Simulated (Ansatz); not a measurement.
Born–Oppenheimer molecular dynamics of AlCl₃H₂O₂ (8 atoms, charge 0, multiplicity 1). It starts at the highest image of a converged band. Of that band: Beside the main top the profile has a ripple of under 15 meV (maxima at images 2, 4), which may be a very shallow well or noise. A vibrational analysis at the climbing image gives one clearly imaginary mode, 234i cm⁻¹: a first-order saddle point.

Computed with RKS PBE0-D4/def2-SVP (Ansatz 0.2.0).

* ensemble: NVE (velocity Verlet)
* time step: 0.5 fs
* steps asked: 200
* starting velocities drawn for: 300 K
* seed: 4706

Frames 2.5 fs apart, positions in Å, forces in eV/Å.

Velocities at 35 fs (Å/ps):

```
Al 0.38 -0.40 -2.04
Cl 0.05 0.26 -1.30
Cl -2.74 -1.92 -1.16
Cl 0.72 0.30 0.21
H -13.73 -4.73 0.37
O -3.55 -2.45 3.41
O 8.50 4.87 4.55
H -5.56 24.86 6.98
```

```xyz
8
Properties=species:S:1:pos:R:3:forces:R:3 time_fs=35 energy_less_start_eV=0.030 T=262
Al -0.812 -0.663 -0.005 -0.12 0.52 0.31
Cl -2.394 0.607 -0.550 -0.30 0.10 -0.06
Cl 0.017 -1.864 -1.491 0.27 -0.13 -0.09
Cl -0.969 -1.363 1.990 0.21 0.14 -0.35
H 0.311 1.975 0.130 -0.17 0.03 -0.14
O 0.536 1.159 -0.351 0.12 -0.69 0.41
O 1.404 0.523 0.599 0.42 -0.18 -0.12
H 2.184 0.275 0.059 -0.41 0.20 0.04
8
Properties=species:S:1:pos:R:3:forces:R:3 time_fs=37.5 energy_less_start_eV=0.027 T=266
Al -0.812 -0.664 -0.009 -0.15 0.52 0.35
Cl -2.394 0.608 -0.553 -0.30 0.11 -0.06
Cl 0.010 -1.869 -1.494 0.28 -0.14 -0.10
Cl -0.967 -1.363 1.991 0.22 0.18 -0.42
H 0.272 1.964 0.128 -0.12 0.02 -0.04
O 0.527 1.152 -0.342 0.21 -0.93 0.57
O 1.425 0.536 0.610 -1.15 0.47 0.56
H 2.175 0.338 0.067 1.01 -0.23 -0.86
8
Properties=species:S:1:pos:R:3:forces:R:3 time_fs=40 energy_less_start_eV=-0.006 T=308
Al -0.811 -0.663 -0.013 -0.13 0.53 0.36
Cl -2.395 0.608 -0.556 -0.30 0.11 -0.06
Cl 0.004 -1.874 -1.498 0.27 -0.14 -0.10
Cl -0.965 -1.361 1.990 0.23 0.20 -0.46
H 0.226 1.954 0.123 0.01 -0.15 -0.03
O 0.520 1.141 -0.330 0.06 -0.91 0.71
O 1.442 0.550 0.623 0.12 0.33 -0.69
H 2.210 0.391 0.035 -0.26 0.03 0.27
8
Properties=species:S:1:pos:R:3:forces:R:3 time_fs=42.5 energy_less_start_eV=-0.012 T=317
Al -0.811 -0.661 -0.017 -0.10 0.51 0.33
Cl -2.396 0.610 -0.560 -0.30 0.13 -0.06
Cl -0.002 -1.879 -1.501 0.25 -0.12 -0.08
Cl -0.962 -1.360 1.989 0.23 0.22 -0.49
H 0.180 1.937 0.117 0.10 -0.15 0.07
O 0.512 1.126 -0.316 -0.05 -1.04 0.69
O 1.460 0.565 0.634 0.68 0.40 -1.32
H 2.234 0.445 0.016 -0.82 0.07 0.85
8
Properties=species:S:1:pos:R:3:forces:R:3 time_fs=45 energy_less_start_eV=-0.054 T=370
Al -0.811 -0.658 -0.019 -0.07 0.44 0.27
Cl -2.398 0.611 -0.564 -0.29 0.14 -0.07
Cl -0.007 -1.885 -1.504 0.22 -0.08 -0.03
Cl -0.959 -1.358 1.987 0.24 0.23 -0.50
H 0.140 1.910 0.116 0.11 -0.02 0.21
O 0.504 1.107 -0.299 -0.04 -1.26 0.56
O 1.480 0.581 0.640 -0.86 0.69 -0.12
H 2.220 0.501 0.038 0.69 -0.14 -0.33
8
Properties=species:S:1:pos:R:3:forces:R:3 time_fs=47.5 energy_less_start_eV=-0.099 T=428
Al -0.811 -0.654 -0.021 -0.03 0.36 0.18
Cl -2.400 0.612 -0.567 -0.28 0.16 -0.06
Cl -0.012 -1.891 -1.508 0.18 -0.04 0.03
Cl -0.955 -1.356 1.984 0.24 0.24 -0.49
H 0.107 1.882 0.127 0.17 -0.06 0.18
O 0.496 1.084 -0.280 -0.14 -1.19 0.52
O 1.497 0.601 0.646 -0.87 0.63 0.07
H 2.240 0.550 0.046 0.73 -0.10 -0.43
8
Properties=species:S:1:pos:R:3:forces:R:3 time_fs=50 energy_less_start_eV=-0.148 T=491
Al -0.811 -0.649 -0.022 0.01 0.26 0.08
Cl -2.403 0.614 -0.571 -0.27 0.17 -0.06
Cl -0.016 -1.897 -1.511 0.14 0.01 0.09
Cl -0.951 -1.353 1.980 0.24 0.24 -0.46
H 0.084 1.850 0.148 0.19 -0.12 0.06
O 0.488 1.057 -0.259 -0.26 -0.98 0.49
O 1.511 0.622 0.651 0.83 0.40 -0.91
H 2.294 0.594 0.036 -0.87 0.02 0.71
8
Properties=species:S:1:pos:R:3:forces:R:3 time_fs=52.5 energy_less_start_eV=-0.214 T=577
Al -0.812 -0.644 -0.023 0.02 0.12 -0.02
Cl -2.406 0.616 -0.575 -0.24 0.17 -0.06
Cl -0.021 -1.902 -1.515 0.10 0.07 0.15
Cl -0.947 -1.350 1.975 0.23 0.23 -0.41
H 0.072 1.812 0.174 0.07 0.02 0.02
O 0.479 1.026 -0.237 -0.17 -0.91 0.39
O 1.527 0.645 0.654 0.42 0.25 -0.21
H 2.307 0.639 0.059 -0.43 0.03 0.15
8
Properties=species:S:1:pos:R:3:forces:R:3 time_fs=55 energy_less_start_eV=-0.244 T=615
Al -0.812 -0.638 -0.025 0.00 -0.06 -0.12
Cl -2.409 0.619 -0.579 -0.20 0.18 -0.05
Cl -0.025 -1.908 -1.518 0.05 0.13 0.21
Cl -0.942 -1.346 1.970 0.23 0.22 -0.36
H 0.064 1.775 0.200 -0.05 0.10 -0.07
O 0.469 0.991 -0.212 -0.04 -0.72 0.34
O 1.545 0.669 0.656 -0.91 0.06 1.12
H 2.300 0.685 0.086 0.93 0.08 -1.08
8
Properties=species:S:1:pos:R:3:forces:R:3 time_fs=57.5 energy_less_start_eV=-0.297 T=682
Al -0.812 -0.633 -0.026 -0.04 -0.25 -0.20
Cl -2.413 0.621 -0.583 -0.16 0.17 -0.05
Cl -0.029 -1.913 -1.520 0.01 0.18 0.26
Cl -0.937 -1.343 1.964 0.21 0.20 -0.29
H 0.053 1.743 0.222 -0.09 -0.02 -0.23
O 0.458 0.954 -0.187 -0.08 -0.27 0.40
O 1.561 0.693 0.661 0.57 -0.04 0.18
H 2.333 0.736 0.062 -0.44 0.02 -0.07
8
Properties=species:S:1:pos:R:3:forces:R:3 time_fs=60 energy_less_start_eV=-0.311 T=702
Al -0.812 -0.628 -0.028 -0.11 -0.47 -0.26
Cl -2.417 0.624 -0.587 -0.10 0.17 -0.04
Cl -0.033 -1.918 -1.522 -0.02 0.21 0.29
Cl -0.931 -1.338 1.958 0.19 0.17 -0.22
H 0.037 1.711 0.231 -0.13 -0.01 -0.27
O 0.448 0.915 -0.160 0.01 0.04 0.41
O 1.578 0.717 0.667 1.24 -0.02 -0.48
H 2.344 0.788 0.030 -1.08 -0.09 0.56
8
Properties=species:S:1:pos:R:3:forces:R:3 time_fs=62.5 energy_less_start_eV=-0.343 T=742
Al -0.813 -0.624 -0.031 -0.22 -0.74 -0.30
Cl -2.422 0.628 -0.592 -0.03 0.16 -0.03
Cl -0.037 -1.923 -1.524 -0.05 0.24 0.30
Cl -0.926 -1.334 1.951 0.17 0.13 -0.14
H 0.013 1.679 0.224 -0.15 0.11 -0.18
O 0.438 0.877 -0.132 0.29 0.22 0.39
O 1.599 0.741 0.672 -0.36 -0.13 0.48
H 2.301 0.836 0.024 0.35 0.02 -0.54
```

Of the whole run (100 fs, mean temperature of the second half 533 K): The conserved energy stayed within 0.077 meV per atom of its start (net change 0.04 meV per atom), so the integration is sound. The kinetic energy rose, since the run started high on the potential surface and went downhill. A run of 0.1 ps of so small a system gives no equilibrium averages. The orbitals stay closed-shell, which can raise the energy where a bond breaks towards radicals; this wasn't checked here.

The run took 5.1 min on 2 threads of Intel(R) Xeon(R) 6975P-C (Granite Rapids), on a shared host, peak memory 0.3 GiB.
